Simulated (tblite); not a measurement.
C8H11 (doublet state).
Geometry (GFN2-xTB, Å), atoms numbered from 1 in this order:
```xyz
19
C8H11 angstrom
C     -1.7869   -0.6360    0.9075
C     -1.2727   -0.5133   -0.4703
C     -1.2203    0.9786   -0.7209
C     -0.1088    1.6908   -0.6078
C      1.2280    1.1053   -0.2668
C      1.1177   -0.3292    0.1598
C      1.8038   -0.8350    1.1712
C      0.1297   -1.1187   -0.6412
H     -1.1076   -0.5416    1.7326
H     -2.8399   -0.5638    1.1005
H     -1.9676   -0.9727   -1.1827
H     -2.1642    1.4529   -0.9467
H     -0.1234    2.7590   -0.7808
H      1.8718    1.1716   -1.1537
H      1.7052    1.7036    0.5139
H      2.4921   -0.2403    1.7489
H      1.7111   -1.8690    1.4586
H      0.3989   -1.0692   -1.6996
H      0.1231   -2.1637   -0.3298
```

Method: GFN2-xTB as coded in tblite; computed harmonic values from a numerical Hessian at the method's own geometry, unscaled. This tight-binding method is rough: wavenumbers can miss measured ones by several per cent, in bad cases by 10 to 20. One conformer, not necessarily the lowest. Open shells enter through the occupations alone, without spin polarisation, and single modes of such species can be off by tens of per cent.

Harmonic wavenumbers (cm⁻¹): 89.2, 121.7, 176.7, 204.6, 326.7, 375.2, 397.6, 426.4, 490.3, 531.5, 547.9, 709.7, 743.8, 753.3, 861.9, 878.1, 897.7, 904.1, 927.8, 943.4, 965.1, 983.2, 1024.8, 1079.8, 1109.2, 1150.1, 1170.9, 1201.5, 1236.7, 1270.6, 1276.6, 1308.5, 1330.2, 1331.7, 1395.1, 1423.4, 1451.1, 1472.4, 1695.2, 1731.3, 2895.1, 2904.9, 2957.3, 2964.6, 2995.6, 3047.1, 3074.3, 3097.5, 3120.3, 3129.0, 3172.2.

A = 2906, B = 2205, C = 1569 MHz; mass 107.086 u (most abundant isotopes); point group C1, symmetry number 1; spin multiplicity 2.

Q: Zero-point energy?

A: ½Σν̃ = 35136 cm⁻¹ = 100.46 kcal/mol.

Q: Give the ideal-gas entropy at 200 K and 1 bar in the rigid-rotor, harmonic-oscillator model (classical rotation).

A: Translation 37.96, rotation 26.67, vibration 11.40, spin (R ln 2) 1.38: S = 77.4 cal/(mol K).

Q: And Cp and H(200 K) − H(0)?

A: Cp = 23.78 cal/(mol K), of which vibrations give 15.83 (their classical limit is 51 R = 101.3); H(200 K) − H(0) = 2.97 kcal/mol without the zero-point energy, 1.39 from vibrations.

Q: Which modes carry the vibrational entropy at 200 K?

A: 89.2 cm⁻¹: 2.90; 121.7 cm⁻¹: 2.31; 176.7 cm⁻¹: 1.64; 204.6 cm⁻¹: 1.39; 326.7 cm⁻¹: 0.69; 375.2 cm⁻¹: 0.53 cal/(mol K); the other 45 give 1.94 together.

Q: Blend soft modes into free rotors: weight 1/[1 + (100 cm⁻¹/ν̃)⁴] for the oscillator and the rest for a rotor with moment μB/(μ + B), μ = h/(8π²ν), B = 10⁻⁴⁴ kg m². What vibrational entropy results?

A: 11.24 cal/(mol K) in place of 11.40, which changes −T·S at 200 K by +0.03 kcal/mol.

Q: How do the functions run with temperature in this model?

A: 
```csv
T (K),S (cal/(mol K)),Cp (cal/(mol K)),H − H(0) (kcal/mol),G − H(0) (kcal/mol),ln q(vib)
150,71.3,19.0,1.91,-8.79,1.42
250,83.3,29.0,4.29,-16.53,3.15
298.15,88.8,34.2,5.81,-20.67,4.07
400,100.4,45.0,9.85,-30.31,6.14
600,122.0,61.4,20.60,-52.58,10.48
900,150.1,77.0,41.56,-93.51,17.05
```

q(vib) and H(0) count from the zero-point level.

Q: What must be added to the electronic energy to get the Gibbs energy at 200 K and 1 bar?

A: ZPE + [H(200 K) − H(0)] − T·S = 100.46 + 2.97 − 15.48 = 87.95 kcal/mol.

Hindered rotation and anharmonicity are outside this model. Other conformers, if any are populated, would add a mixing term that is left out. The structure is chiral; the term R ln 2 for an equal mix with its mirror image is left out.
